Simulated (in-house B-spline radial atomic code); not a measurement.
Ionising the gallium ion Ga⁶⁺ with different functionals

Computed with a radial B-spline atomic code at the basis-set limit: four-component Dirac-Coulomb Hamiltonian, Fermi nucleus of rms radius 3.9973 fm, spin-restricted, spherical fractional occupations for the functionals. The ionisation energy is the difference of two self-consistent energies, [Ar] 3d7 → [Ar] 3d6, without Breit or QED terms; ε is the level of the shell that loses the electron (mean over j). The electron is taken from both j subshells in proportion to 2j + 1, so the result is a j average, not the step between ground levels.

Hybrids are left out here: with spherical fractional occupations of an open shell their exact exchange keeps a self-interaction that integer-occupation calculations don't have.

```json
{"method": "LDA VWN5", "rung": "LDA", "ΔSCF (eV)": "144.38", "-ε(3d) (eV)": "129.58"}
{"method": "relativistic LDA", "rung": "LDA", "ΔSCF (eV)": "144.40", "-ε(3d) (eV)": "129.60"}
{"method": "LDA PW92", "rung": "LDA", "ΔSCF (eV)": "144.37", "-ε(3d) (eV)": "129.57"}
{"method": "LDA exchange-only", "rung": "LDA", "ΔSCF (eV)": "142.24", "-ε(3d) (eV)": "127.47"}
{"method": "PBE", "rung": "GGA", "ΔSCF (eV)": "144.07", "-ε(3d) (eV)": "129.27"}
{"method": "PBEsol", "rung": "GGA", "ΔSCF (eV)": "?", "-ε(3d) (eV)": "?"}
{"method": "BLYP", "rung": "GGA", "ΔSCF (eV)": "143.98", "-ε(3d) (eV)": "129.18"}
{"method": "RPBE", "rung": "GGA", "ΔSCF (eV)": "?", "-ε(3d) (eV)": "?"}
{"method": "PW91", "rung": "GGA", "ΔSCF (eV)": "144.24", "-ε(3d) (eV)": "129.42"}
{"method": "BP86", "rung": "GGA", "ΔSCF (eV)": "144.13", "-ε(3d) (eV)": "129.32"}
{"method": "AM05", "rung": "GGA", "ΔSCF (eV)": "144.07", "-ε(3d) (eV)": "129.26"}
{"method": "OLYP", "rung": "GGA", "ΔSCF (eV)": "144.74", "-ε(3d) (eV)": "129.88"}
```

Task: What does PBEsol give?

Result: ΔSCF 144.02 eV, and -ε(3d) = 129.22 eV.

Task: What does RPBE give?

Result: ΔSCF 143.99 eV, and -ε(3d) = 129.18 eV.

Task: How do they compare with the NIST value?

Result: NIST lists 141 eV ± 1.4 (tabulated theory, ground level to ground level). Errors run from +1.44 to +3.94 eV. The correlated functionals all miss on the same side by more than they spread, so the cause is common to them (Breit-QED terms, spin polarisation, the choice among j levels, multiplet and fine-structure energies, or a listed next ion that isn't the cheapest removal here) and closeness doesn't rank the functionals.
